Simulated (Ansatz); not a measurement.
Task: Name a neutral molecule of Al, C, N, S and H with HOMO energy (PBE/def2-TZVPP) between -5.90 and -5.60 eV and HOMO–LUMO gap (ωB97M-V/def2-TZVPP) between 9.80 and 10.10 eV (Ansatz, PBE0-D4/def2-TZVP geometry).

Result: `[AlH2]/[N]=C\S` (-5.84 eV, 9.99 eV). Other molecules can fit too; these were computed, each in one conformer that needn't be the lowest.
